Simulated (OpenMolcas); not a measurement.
Os5+ (d3) among equal point charges was computed by CASSCF with the d shell active (OpenMolcas, ANO-RCC-VDZP on the metal). Its lowest spin-free states, and all those of the highest spin:

| 2S+1 | Degeneracy | E (cm-1) |
| --- | --- | --- |
| 4 | 3 | 0.0 |
| 4 | 3 | 5801 |
| 2 | 2 | 10508 |
| 4 | 1 | 12599 |
| 2 | 3 | 15869 |
| 2 | 3 | 15881 |
| 4 | 3 | 18344 |
| 2 | 3 | 20142 |
| 2 | 1 | 20682 |
| 2 | 3 | 23032 |
| 2 | 3 | 24085 |
| 2 | 2 | 25936 |

Task: Is the site octahedral, tetrahedral or cube-like, axial, or of lower symmetry?

Result: The states with 2S+1 = 4 have orbital degeneracies 3, 3, 1, 3. Threefold states need a cubic site. For d3 at this spin an octahedron puts the single A2 below the threefold T2 and a tetrahedron or cube puts the threefold T1 below the threefold T2, so the site is a tetrahedron or a cube, which this pattern cannot tell apart. The run had Os5+ among 8 point charges of -1.2 e arranged as a cube (Oh), 1.9 Å from the ion.

Spin-orbit coupling mixes the spin-free states strongly: the lowest level takes only 59 % from its leading state, 4T1. Without dynamic correlation the repulsion within the d shell is too large (B by tens of per cent), so at a given field states of lower spin stand too high. Point charges give a weaker field than real ligands, and real ions of this kind are as a rule low spin; the high spin found here belongs to the model. Point charges carry no covalency, so the field is a model and not that of real ligands. No measured value stands beside these numbers.
